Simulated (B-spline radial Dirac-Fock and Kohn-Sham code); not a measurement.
Level of theory: relativistic Hartree-Fock (Dirac-Fock) wave functions, averaged over the configuration; a radial atomic solver.

Question: This computed X-ray form factor belongs to an atom or ion in its tabulated ground configuration. Which?

```
sin θ/λ (Å⁻¹)      f₀
         0.15  25.477
         0.25  24.586
          0.3  23.999
            2   5.868
          2.5   4.854
          3.5   3.208
            4   2.572
            5   1.763
            6   1.373
```

Answer: Mo¹⁶⁺, with 26 electrons in [Ar] 3d8. f₀ tends to the number of electrons as s goes to zero, which the first rows give only roughly, and the rate of fall reflects the nuclear charge, 42.

Question: This computed X-ray form factor belongs to an atom or ion in its tabulated ground configuration. Which?

```
sin θ/λ (Å⁻¹)      f₀
          0.1  12.958
          0.4  12.356
         0.45  12.196
          0.9  10.338
            1   9.888
          1.2   9.018
          1.6   7.523
          1.8   6.911
            3   4.260
```

Answer: Ru³¹⁺, with 13 electrons in [Ne] 3s2 3p1. f₀ tends to the number of electrons as s goes to zero, which the first rows give only roughly, and the rate of fall reflects the nuclear charge, 44.
